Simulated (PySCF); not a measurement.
Species: C$_{2}$H$_{6}$FSi, net charge -1, singlet state. It need not be the lowest isomer of its formula. Whether it binds its extra electron was not tested at this geometry. SMILES: C[Si-](C)F
Structure (B3LYP-D3(BJ)/def2-TZVP (Ansatz) minimum search):
```
Si
F 1 1.7116
C 1 1.9593 2 96.87
H 3 1.0958 1 111.52 2 -73.88
H 3 1.0979 4 107.14 1 120.59
H 3 1.0996 4 108.00 5 116.24
C 1 1.9593 2 96.87 3 96.46
H 7 1.0958 1 111.52 2 73.88
H 7 1.0979 8 107.14 1 -120.59
H 7 1.0996 8 108.00 9 -116.24
```
Charge -1, spin multiplicity 1.

Dispersion corrections to the total energy (kcal/mol) from the dftd3 and dftd4 libraries through PySCF: D3(BJ) without and D4 with the three-body term, each with the damping fitted for the functional named.

```json
[
 {"functional": "PW6B95", "D3(BJ)": "-2.24", "D4": "?"},
 {"functional": "HSE06", "D3(BJ)": "-2.87", "D4": "-3.90"},
 {"functional": "HF", "D3(BJ)": "?", "D4": "-18.49"},
 {"functional": "TPSS", "D3(BJ)": "-5.55", "D4": "-6.81"},
 {"functional": "B2GP-PLYP", "D3(BJ)": "-3.06", "D4": "-2.09"},
 {"functional": "B3LYP", "D3(BJ)": "-7.79", "D4": "-8.11"},
 {"functional": "BP86", "D3(BJ)": "-7.08", "D4": "?"}
]
```

Q: Complete the blanks.

A: 
- PW6B95, D4: -4.41
- HF, D3(BJ): -35.35
- BP86, D4: -6.64
